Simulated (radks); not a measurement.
The titanium ion Ti2+, configuration [Ar] 3d2. Calculated with a radial shooting solver on a logarithmic mesh with Libxc functionals: Dirac Kohn-Sham, PBE, spin-unpolarised, spherical densities, point nucleus; open shells are shared between the two j in proportion to 2j + 1; speed of light set to 1370.36 atomic units (10 times the physical value, a model run).

Spin-orbit splittings of the eigenvalues, e(l+1/2) - e(l-1/2), with zeta = 2 splitting/(2l+1) and mean radii in bohr:

| shell | occ. | splitting (eV) | zeta (eV) | <r> j=l-1/2 | <r> j=l+1/2 |
|---|---|---|---|---|---|
| 2p | 6 | 0.05695 | 0.03797 | 0.2908 | 0.2908 |
| 3p | 6 | 0.006486 | 0.004324 | 1.085 | 1.085 |
| 3d | 2 | 0.0005228 | 0.0002091 | 1.426 | 1.426 |
